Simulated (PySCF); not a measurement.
**Two-photon absorption: SMILES c1(Cl)cnc2nsnc2n1, C$_{4}$HClN$_{4}$S**

Molfile (atoms numbered from 1):
```
C4HClN4S
     RDKit          3D

 11 12  0  0  0  0  0  0  0  0999 V2000
    4.9579    2.5724    2.0824 Cl  0  0  0  0  0  0  0  0  0  0  0  0
    3.4244    1.9660    1.5758 C   0  0  0  0  0  0  0  0  0  0  0  0
    3.4450    0.8846    0.6123 C   0  0  0  0  0  0  0  0  0  0  0  0
    2.3596    0.3411    0.1514 N   0  0  0  0  0  0  0  0  0  0  0  0
    1.2051    0.8589    0.6376 C   0  0  0  0  0  0  0  0  0  0  0  0
   -0.0108    0.4469    0.2966 N   0  0  0  0  0  0  0  0  0  0  0  0
   -1.0486    1.3677    1.1419 S   0  0  0  0  0  0  0  0  0  0  0  0
   -0.0189    2.3187    1.9665 N   0  0  0  0  0  0  0  0  0  0  0  0
    1.1996    1.9389    1.6007 C   0  0  0  0  0  0  0  0  0  0  0  0
    2.3483    2.4864    2.0634 N   0  0  0  0  0  0  0  0  0  0  0  0
    4.4140    0.5132    0.2612 H   0  0  0  0  0  0  0  0  0  0  0  0
  1  2  1  0
  2  3  1  0
  3  4  2  0
  4  5  1  0
  5  6  2  0
  6  7  1  0
  7  8  1  0
  8  9  2  0
  9 10  1  0
 10  2  2  0
  9  5  1  0
  3 11  1  0
M  END
```

Method used: TDDFT CAM-B3LYP/aug-cc-pVDZ excited states, vertical, gas phase in PySCF. Geometry: PBE0-D3(BJ)/def2-SVP.

Task: Give the one- and two-photon strengths of the lowest singlets.

Result: δ for parallel linear polarisation; σ at the peak of a Lorentzian of half width 0.1 eV, single beam; Ω is circular over linear.
| state | E (eV) | f | photon λ (nm) | δ (au) | σ (GM) | Ω | main |
| --- | --- | --- | --- | --- | --- | --- | --- |
| S1 | 3.46 | 0.001 | 716 | 0.4 | 0.00 | 1.50 | HOMO−1→LUMO 0.96 |
| S2 | 4.30 | 0.362 | 577 | 25.1 | 0.17 | 1.39 | HOMO→LUMO 0.94 |
| S3 | 4.55 | 0.000 | 545 | 0.71 | 0.01 | 1.50 | HOMO−3→LUMO 0.93 |
| S4 | 4.79 | 0.050 | 518 | 44.4 | 0.37 | 0.63 | HOMO−2→LUMO 0.95 |
| S5 | 5.25 | 0.000 | 473 | 1.39 | 0.01 | 1.50 | HOMO−4→LUMO 0.37, HOMO−6→LUMO 0.33 |
| S6 | 5.79 | 0.006 | 428 | 1.13 | 0.01 | 1.50 | HOMO−1→LUMO+1 0.45, HOMO−1→LUMO+2 0.25 |

Among these, the strongest one-photon state is S2, the strongest two-photon state S4, with a dipole change of 1.1 D (relaxed, norm of the difference vector).
